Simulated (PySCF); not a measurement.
C₆H₁₃OP.
Atom-mapped SMILES: `[CH3:1][C@@H:2]1[CH2:3][CH2:4][P@@H:5](=[O:6])[C@@H:7]1[CH3:8]`

Cartesian coordinates in Å at the GFN2-xTB level; atoms count from 1:
```xyz
21
C6H13OP angstrom
C     -1.0101   -1.9292   -0.1446
C     -0.7415   -0.4950    0.2925
C     -1.0859    0.5267   -0.7971
C     -0.7326    1.9011   -0.2394
P      0.7629    1.6139    0.7922
O      0.7604    2.2344    2.1191
C      0.7128   -0.2325    0.7227
C      1.7779   -0.7843   -0.2146
H     -0.7238   -2.6269    0.6387
H     -0.4563   -2.1720   -1.0476
H     -2.0695   -2.0639   -0.3515
H     -1.3729   -0.2689    1.1616
H     -2.1418    0.4668   -1.0660
H     -0.4996    0.3174   -1.6933
H     -1.5089    2.2667    0.4382
H     -0.5719    2.6503   -1.0142
H      1.8534    1.9832   -0.0001
H      0.8811   -0.6168    1.7343
H      1.6193   -0.4403   -1.2344
H      2.7599   -0.4418    0.1100
H      1.7781   -1.8719   -0.2069
```

Probes without a nucleus sit at each ring's centroid and 1 Å off its mean plane on both sides; NICS is minus the shielding there, NICSzz its component along the normal. Level: GIAO PBE0/pcSseg-1 (PySCF, non-relativistic, gas phase) on the GFN2-xTB geometry, one conformer.

Ring bond lengths (Å), with Mayer bond orders in brackets: C2–C3 1.533 (0.98), C3–C4 1.525 (1.02), C4–P5 1.839 (0.91), P5–C7 1.848 (0.85), C7–C2 1.539 (1.00).

**Question.** What do the NICS probes read (ppm)?

**Answer.** 
```
          ring                                             type  NICS(0)  NICS(1), two faces  NICS(1)zz, two faces  rms pucker (Å)  centre to ring atoms, mean (Å)
C2–C3–C4–P5–C7  5-membered ring with P; formal bonds all single     -5.1         -5.1 / -3.2           -3.4 / -1.0            0.20                            1.38
```

**Question.** What do they say, and how far can they be read as aromaticity?

**Answer.** 
- C2–C3–C4–P5–C7: mean NICS(1)zz -2.2 ppm, near zero. C2, C3, C4, P5, C7 have four or more neighbours; no verdict on aromaticity is drawn.

**Question.** What field does 9.4 T along the ring normal induce along that normal at the second NICS(1) probe listed for ring C2–C3–C4–P5–C7, 1 Å off the ring?

**Answer.** NICSzz × B0 = -1.0 ppm × 9.4 T = -9 μT, against the applied field.

On one thread of an Arm Neoverse V1 (shared host), this took 41 s wall and 1.0 GiB of memory at its peak. This is the whole shielding run at PBE0/pcSseg-1, SCF included.
